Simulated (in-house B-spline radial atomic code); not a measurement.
Ionising Mg III (Mg2+) with different functionals

Computed with an all-electron radial atomic-structure program (B-spline basis): non-relativistic Hamiltonian, point nucleus, spin-polarised at highest spin, spherical fractional occupations for the functionals, and exact exchange of hybrids averaged over the configuration. The ionisation energy is the difference of two self-consistent energies, [He] 2s2 2p6 → [He] 2s2 2p5, without Breit or QED terms; ε is the level of the shell that loses the electron (its least bound occupied spin orbital).

```json
{"method": "PBE0", "rung": "global hybrid", "ΔSCF (eV)": "80.35", "-ε(2p) (eV)": "70.78"}
{"method": "B3LYP", "rung": "global hybrid", "ΔSCF (eV)": "?", "-ε(2p) (eV)": "?"}
{"method": "TPSSh", "rung": "global hybrid", "ΔSCF (eV)": "80.69", "-ε(2p) (eV)": "68.65"}
{"method": "M06-2X", "rung": "global hybrid", "ΔSCF (eV)": "79.56", "-ε(2p) (eV)": "74.75"}
{"method": "BHandHLYP", "rung": "global hybrid", "ΔSCF (eV)": "80.20", "-ε(2p) (eV)": "74.87"}
{"method": "r2SCAN0", "rung": "global hybrid", "ΔSCF (eV)": "81.08", "-ε(2p) (eV)": "71.71"}
{"method": "B97-1", "rung": "global hybrid", "ΔSCF (eV)": "80.40", "-ε(2p) (eV)": "70.15"}
{"method": "HSE06", "rung": "range-separated hybrid", "ΔSCF (eV)": "80.35", "-ε(2p) (eV)": "70.34"}
{"method": "wB97X", "rung": "range-separated hybrid", "ΔSCF (eV)": "80.22", "-ε(2p) (eV)": "72.83"}
{"method": "CAM-B3LYP", "rung": "range-separated hybrid", "ΔSCF (eV)": "80.54", "-ε(2p) (eV)": "72.21"}
{"method": "LC-wPBE", "rung": "range-separated hybrid", "ΔSCF (eV)": "?", "-ε(2p) (eV)": "?"}
```

**Question.** What does B3LYP give?

**Answer.** ΔSCF 80.59 eV, and -ε(2p) = 70.18 eV.

**Question.** What does LC-wPBE give?

**Answer.** ΔSCF 80.60 eV, and -ε(2p) = 72.58 eV.

**Question.** Among the functionals, which spreads more, the ΔSCF values or the orbital energies?

**Answer.** The orbital energies: ΔSCF values span about 1.52 eV and the orbital energies 6.22 eV; here energy differences depend much less on the functional than eigenvalues do.

**Question.** How do they compare with the NIST value?

**Answer.** NIST lists 80.144 eV (measured, ground level to ground level). Errors run from -0.58 to +0.94 eV; BHandHLYP is closest (+0.06 eV), but part of that can be cancellation, since the calculations leave out relativity, Breit-QED terms, multiplet and fine-structure energies.
